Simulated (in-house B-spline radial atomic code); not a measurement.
Ionisation energies along the 22-electron series, configuration 1s2 2s2 2p6 3s2 3p6 3d3/2(4), as differences of self-consistent energies. Dirac energy differences include first-order Breit, QED and recoil terms. NIST's values go from ground level to ground level; the uncertainty of those that are theory runs from under 0.1 % in few-electron ions to several per cent in heavy many-electron ones. Computed with a radial B-spline atomic code at the basis-set limit: Dirac-Hartree-Fock, jj configuration that fills j = l - 1/2 first, finite nuclei.

A number in brackets counts the electrons of a j subshell.

```tsv
ion	configuration after	ionisation energy (eV)	IE/(q+1)² (eV)	-ε less Coulomb ΔSCF (eV)	Breit and QED recoil part (eV)	tabulated value (eV)	tabulated kind	computed minus tabulated (eV)
Nb19+	[Ar] 3d3/2(3)	815.0	2.0374	2.3203	-0.29742	816	tabulated theory	-1
Mo20+	[Ar] 3d3/2(3)	889.3	2.0165	2.3291	-0.3416	890	tabulated theory	-1
Tc21+	[Ar] 3d3/2(3)	966.6	1.9972	2.3376	-0.38967	968	tabulated theory	-1
Ru22+	[Ar] 3d3/2(3)	1047.1	1.9794	2.3457	-0.4417	1048	tabulated theory	-1
Rh23+	[Ar] 3d3/2(3)	1130.7	1.963	2.3534	-0.49791	1131	tabulated theory	0
Pd24+	[Ar] 3d3/2(3)	1217.4	1.9478	2.3609	-0.55843	1218	tabulated theory	-1
Ag25+	[Ar] 3d3/2(3)	1307.1	1.9336	2.3681	-0.62342	1308	tabulated theory	-1
Cd26+	[Ar] 3d3/2(3)	1400.0	1.9205	2.375	-0.69299	1401	tabulated theory	-1
In27+	[Ar] 3d3/2(3)	1496.0	1.9081	2.3818	-0.76739	1496	tabulated theory	0
Sn28+	[Ar] 3d3/2(3)	1595.1	1.8966	2.3884	-0.84668	1596	tabulated theory	-1
Sb29+	[Ar] 3d3/2(3)	1697.3	1.8858	2.3948	-0.93111	1698	tabulated theory	-1
Te30+	[Ar] 3d3/2(3)	?	?	?	?	?	tabulated theory	?
I31+	[Ar] 3d3/2(3)	?	?	?	?	?	tabulated theory	?
Xe32+	[Ar] 3d3/2(3)	2022.6	1.8573	2.4132	-1.2165	2023	tabulated theory	0
Cs33+	[Ar] 3d3/2(3)	?	?	?	?	?	tabulated theory	?
Ba34+	[Ar] 3d3/2(3)	2255.1	1.8409	2.4249	-1.4352	2256	tabulated theory	-1
La35+	[Ar] 3d3/2(3)	2376.1	1.8334	2.4307	-1.5536	2377	tabulated theory	-1
Ce36+	[Ar] 3d3/2(3)	2500.2	1.8263	2.4363	-1.6783	2500	tabulated theory	0
Pr37+	[Ar] 3d3/2(3)	2627.4	1.8196	2.4419	-1.8093	2628	tabulated theory	-1
Nd38+	[Ar] 3d3/2(3)	2757.9	1.8132	2.4474	-1.9469	2758	tabulated theory	0
Pm39+	[Ar] 3d3/2(3)	2891.5	1.8072	2.4529	-2.0913	2892	tabulated theory	-1
Sm40+	[Ar] 3d3/2(3)	3028.2	1.8014	2.4584	-2.2425	3028	tabulated theory	0
Eu41+	[Ar] 3d3/2(3)	3168.2	1.796	2.4638	-2.4009	3168	tabulated theory	0
Gd42+	[Ar] 3d3/2(3)	3311.3	1.7909	2.4691	-2.5665	3312	tabulated theory	-1
```

**Question.** Fill in the row of Te30+.

**Answer.** ionisation energy (eV): 1802.6; IE/(q+1)² (eV): 1.8757; -ε less Coulomb ΔSCF (eV): 2.401; Breit and QED recoil part (eV): -1.0207; tabulated value (eV): 1803; computed minus tabulated (eV): 0.

**Question.** Fill in the row of I31+.

**Answer.** ionisation energy (eV): 1911.0; IE/(q+1)² (eV): 1.8662; -ε less Coulomb ΔSCF (eV): 2.4072; Breit and QED recoil part (eV): -1.1159; tabulated value (eV): 1911; computed minus tabulated (eV): 0.

**Question.** Fill in the row of Cs33+.

**Answer.** ionisation energy (eV): 2137.3; IE/(q+1)² (eV): 1.8488; -ε less Coulomb ΔSCF (eV): 2.4191; Breit and QED recoil part (eV): -1.3229; tabulated value (eV): 2137; computed minus tabulated (eV): 0.
